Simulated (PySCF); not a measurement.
## Calculated NMR parameters of FC(F)O[C@@H]([SiH3])[C@@H](F)[SiH3]

| Quantity | Value |
| --- | --- |
| Formula | C3H9F3OSi2 |
| SMILES | FC(F)O[C@@H]([SiH3])[C@@H](F)[SiH3] |
| InChI | InChI=1S/C3H9F3OSi2/c4-1(8)2(9)7-3(5)6/h1-3H,8-9H3/t1-,2-/m0/s1 |
| Point group of the computed structure | C1 |
| Degrees of unsaturation | 0 |
| Carbon signals | 3 |
| Proton signals | 5 |

Numbering as in the mapped SMILES `[F:1][CH:2]([F:3])[O:4][C@@H:5]([SiH3:6])[C@@H:7]([F:8])[SiH3:9]`. Each H is labelled by its parent atom.

[PySCF 2.14.0 with density-fitted response routines: GFN2-xTB geometry; shielding tensors at PBE0/pcSseg-1 (GIAO); non-relativistic; single conformer; fast rotation and ring inversion assumed for equivalent nuclei; no solvent]

Referencing at the same level of theory: TMS for ¹H and ¹³C and ²⁹Si; CFCl3 for ¹⁹F; H2O for ¹⁷O.

| carbon | δC, type | δH (multiplicity) | HMBC from (2–3 bonds) | span of the C tensor (ppm) |
| --- | --- | --- | --- | --- |
| C2 | 126.5, CH | 6.84 (m) | H(C5) | 30 |
| C5 | 72.5, CH | 4.47 (m) | H(C2), H(C7), H(Si6), H(Si9) | 71 |
| C7 | 96.1, CH | 5.54 (m) | H(C5), H(Si6), H(Si9) | 96 |

Other nuclei:
```json
{"atoms": "H(Si6)", "nucleus": "¹H", "environment": "hydrogen on a silicon bonded to C", "δ (ppm)": "3.94", "σ (ppm)": "27.78"}
{"atoms": "H(Si9)", "nucleus": "¹H", "environment": "hydrogen on a silicon bonded to C", "δ (ppm)": "3.94", "σ (ppm)": "27.78"}
{"atoms": "F1", "nucleus": "¹⁹F", "environment": "fluorine of a CF2 group", "δ (ppm)": "-99.1", "σ (ppm)": "270.1"}
{"atoms": "F3", "nucleus": "¹⁹F", "environment": "fluorine of a CF2 group", "δ (ppm)": "-100.8", "σ (ppm)": "271.8"}
{"atoms": "F8", "nucleus": "¹⁹F", "environment": "fluorine on an sp3 carbon", "δ (ppm)": "-223.0", "σ (ppm)": "393.9"}
{"atoms": "Si6", "nucleus": "²⁹Si", "environment": "silicon bonded to C, 3 H", "δ (ppm)": "-72.2", "σ (ppm)": "421.4"}
{"atoms": "Si9", "nucleus": "²⁹Si", "environment": "silicon bonded to C, 3 H", "δ (ppm)": "-73.3", "σ (ppm)": "422.5"}
{"atoms": "O4", "nucleus": "¹⁷O", "environment": "ether oxygen", "δ (ppm)": "131.1", "σ (ppm)": "205.0"}
```

Carbon types of the structure: 3 × CH, leaving 6 H on heteroatoms. δC 126.5: sp3 CH bonded to 2 F and O; 3 electronegative neighbours deshield it. δC 96.1: sp3 CH bonded to F and Si; deshielded by the electronegative neighbour. δC 72.5: sp3 CH bonded to O and Si; deshielded by the electronegative neighbour. δH 5.54: hydrogen on an sp3 CH bonded to F and Si; its carbon carries F, which withdraws density. δH 4.47: hydrogen on an sp3 CH bonded to O and Si; its carbon carries O, an electronegative neighbour.

Splittings by ¹⁹F in the carbon and heteronuclear signals aren't shown, as no couplings were computed. Shifts are as computed. Against solution values, carbons near 30 ppm lie about +3 ppm off and those near 130 ppm about +5 ppm. Of 1309 compounds with measured shifts, 239 miss one by over three times the rms of a fit or turn the order of signals round; such compounds aren't used in these exercises. Unscaled 19F shifts against computed CFCl3 carry errors that often reach 10 to 50 ppm. Experimental scales use liquid or dissolved standards, which lie at an offset from isolated H2O (liquid H2O: subtract about 36 ppm). Multiplicities follow the n + 1 count of equivalent neighbours, as no J values were calculated; m marks all less simple cases, F and P coupling included.
